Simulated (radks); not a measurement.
The table gives one normalised radial function P(r) = r R(r) of Fe3+ in [Ar] 3d5 (r in bohr). Calculated with a radial shooting solver on a logarithmic mesh with Libxc functionals: scalar-relativistic Kohn-Sham, PBE, spin-unpolarised, spherical densities, point nucleus.

r	P
0.002183	0.0029
0.002775	0.0045
0.003528	0.0071
0.004485	0.0111
0.005701	0.0174
0.007247	0.0272
0.009213	0.0423
0.01171	0.0656
0.01489	0.1009
0.01893	0.1537
0.02406	0.2312
0.03059	0.3422
0.03889	0.4960
0.04943	0.7004
0.06284	0.9572
0.07989	1.2556
0.1007	1.5558
0.1281	1.8273
0.1628	1.9882
0.207	1.9688
0.2631	1.7372
0.3345	1.3306
0.4252	0.8573
0.5406	0.4478
0.6872	0.1805
0.8736	0.0529
1.111	0.0105
1.412	0.0013
1.795	0.0001
2.282	0.0000
2.9	0.0000
3.687	0.0000

Which n and l does it have? It may be an empty orbital.

Answer. n = 2, l = 1: the number of nodes gives n - l - 1 = 0, the rise at small r (about r^(l+1)) gives l, and the extent must fit the shell. The curve is that of 2p. 2p: eigenvalue -736.64 eV, 0 radial nodes, <r> = 0.236 bohr, 90 % of the charge inside 0.386 bohr.
